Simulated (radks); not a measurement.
Values are calculated unless marked as measured or tabulated.
Task: These are the eigenvalues of the occupied orbitals of an atom or ion with whole-number occupations (eV). Code: a radial shooting solver on a logarithmic mesh with Libxc functionals. Model: scalar-relativistic Kohn-Sham, LDA (Slater exchange, VWN5 correlation), spin-polarised, spherical densities, finite nucleus; Fermi nuclear charge, rms radius of each element as measured or else 0.836 A^(1/3) + 0.57 fm.

orbital  eigenvalue
1s up     -85598.21
1s down   -85598.20
2s up     -15313.51
2s down   -15313.19
2p up     -13193.78
2p down   -13193.51
3s up     -3719.277
3s down   -3719.103
3p up     -3108.872
3p down   -3108.689
3d up     -2473.923
3d down   -2473.668
4s up     -894.7845
4s down   -894.4447
4p up     -694.4853
4p down   -694.1430
4d up     -459.2369
4d down   -458.8353
5s up     -214.3285
5s down   -212.4214
4f up     -198.6549
4f down   -198.1451
5p up     -158.3244
5p down   -156.1256
5d up      -93.6619
5d down    -91.3230

Which element is it, and in what charge state? The configuration may be excited. Open shells, if any, are filled with parallel spins first.

Result: Z = 81, thallium, charge +6: Tl6+ in [Xe] 4f14 5d7. The list shows which subshells hold electrons but not how many an open one holds; the 1s level, -3145.7 hartree, gives Z - s = 79.3 by -(Z - s)^2/2, which with screening and relativity narrows Z to a few neighbours, and the depths of the outer levels then fix element, charge and occupations together.
